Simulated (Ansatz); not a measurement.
Start from `NB(S)Cl` and change one atom or group to get `SB(S)Cl`.

Ansatz, PBE0-D4/def2-TZVP geometries, multiplicity 1. Each molecule was computed in one conformer, which needn't be the lowest.

```csv
property,`NB(S)Cl`
"ideal-gas entropy at 298 K and 1 bar (rigid rotor, harmonic PBE0-D4/def2-TZVP) / J/(mol·K)",308
HOMO energy (ωB97M-V/def2-TZVPP) / eV,-9.71
HOMO–LUMO gap (PBE0/def2-TZVPP) / eV,7.81
size of the dipole moment (PBE/def2-TZVPP) / D,3.24
HOMO energy (PBE0/def2-TZVPP) / eV,-7.52
LUMO energy (PBE0/def2-TZVPP) / eV,0.29
```

Q: What does the change do to each property? (An estimate is asked.)

A: Computed: 
| property | `SB(S)Cl` | shift |
| --- | --- | --- |
| ideal-gas entropy at 298 K and 1 bar (rigid rotor, harmonic PBE0-D4/def2-TZVP) / J/(mol·K) | 318 | 10 |
| HOMO energy (ωB97M-V/def2-TZVPP) / eV | -9.87 | -0.16 |
| HOMO–LUMO gap (PBE0/def2-TZVPP) / eV | 6.76 | -1.05 |
| size of the dipole moment (PBE/def2-TZVPP) / D | 1.06 | -2.18 |
| HOMO energy (PBE0/def2-TZVPP) / eV | -7.76 | -0.24 |
| LUMO energy (PBE0/def2-TZVPP) / eV | -1.00 | -1.29 |

With PBE0 the HOMO falls by 0.24 eV and the LUMO falls by 1.29 eV, so the gap narrows by about 1.05 eV. PBE moves the HOMO by -0.31 eV and ωB97M-V by -0.16 eV. The zero-point energy changes by -45.3 kJ/mol with -3 modes. Dipoles are sizes alone; their direction can turn.
